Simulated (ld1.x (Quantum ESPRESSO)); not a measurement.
Building the TM potential for aluminium (Al) (LDA (PZ), scalar-relativistic).

```json
{
 "Element": "aluminium (Al)",
 "Generator": "ld1.x (Quantum ESPRESSO) 7.5",
 "Type": "norm-conserving Troullier–Martins (Kleinman–Bylander form)",
 "Functional": "LDA (PZ)",
 "Relativity": "scalar-relativistic",
 "Frozen core": "[Ne]",
 "Valence charge": "3",
 "Reference configuration": "3s2 3p1",
 "Partial waves": "3p (bound): rc 2.80 bohr; 3d channel at 0.45 Ry: rc 2.65 bohr; 3s (bound): rc 1.55 bohr",
 "Local potential": "the s channel",
 "Core correction": "Bessel-smoothed model core inside 1.00 bohr"
}
```

Problem. Does the generator finish with these settings?

Solution. Yes, a potential is produced and its reference levels are reproduced.

Problem. Estimate the cutoffs (Ry, on a coarse ladder) from which the occupation-weighted sum of valence levels, in a spherical-Bessel basis at the reference potential, stays within 10 and 1 mRy of its value at 400 Ry.

Solution. 25 Ry and 55 Ry.

Problem. Does the potential have ghost states?

Solution. No extra level below or beside the all-electron valence levels (p, d, s, f tested).

Problem. Which valence shell sets the plane-wave cutoff?

Solution. 3s: its level needs 35 Ry to come within 1 mRy, against 6 Ry for 3p.

Problem. Tests: 3s2 3p0; 3s1 3p0; 3s2 3p0.5; 3s2 3p1.3; 3s1 3p2; 3s0 3p3; 3s1 3p1. Which has the largest error in its energy relative to the reference configuration, and how large is it?

Solution. 3s1 3p0, with +12 meV (all-electron minus pseudo) on +25.22 eV.
